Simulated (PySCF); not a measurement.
SMILES c1ccoc1[SiH2][SiH2]OC (C5H10O2Si2) (GFN2-xTB optimised geometry):

```
19

C     -4.052    -1.777     0.100
O     -2.660    -1.807     0.067
Si    -1.639    -0.539     0.073
Si     0.351    -1.679    -0.002
C      1.663    -0.340     0.000
C      3.030    -0.340     0.000
C      3.445     1.010     0.000
C      2.299     1.746     0.000
O      1.224     0.946     0.000
H     -4.407    -1.289     1.011
H     -4.417    -2.804     0.078
H     -4.449    -1.235    -0.761
H     -1.891     0.298     1.260
H     -1.948     0.354    -1.059
H      0.601    -2.510    -1.194
H      0.659    -2.566     1.134
H      3.658    -1.208     0.000
H      4.449     1.383     0.000
H      2.127     2.804     0.000
```

Level of theory: PySCF with PBE/def2-SVP.

Question: What are the frontier orbital energies and the dipole moment?

Answer: HOMO-2 -6.71 eV, HOMO-1 -6.38 eV, HOMO -5.51 eV, LUMO -1.00 eV, LUMO+1 -0.88 eV; dipole moment 0.66 D.

On the same geometry PBE0/def2-SVP (PySCF) gives HOMO-2 -8.09 eV, HOMO-1 -7.94 eV, HOMO -6.57 eV, LUMO -0.15 eV, LUMO+1 -0.02 eV; dipole moment 0.69 D.

Meta-Löwdin charges at PBE/def2-SVP: C1 -0.09, O2 -0.57, Si3 0.60, Si4 0.33, C5 -0.07, C6 -0.15, C7 -0.17, C8 0.03, O9 -0.21, H10 0.09, H11 0.11, H12 0.09, H13 -0.11, H14 -0.11, H15 -0.07, H16 -0.07, H17 0.12, H18 0.12, H19 0.12.
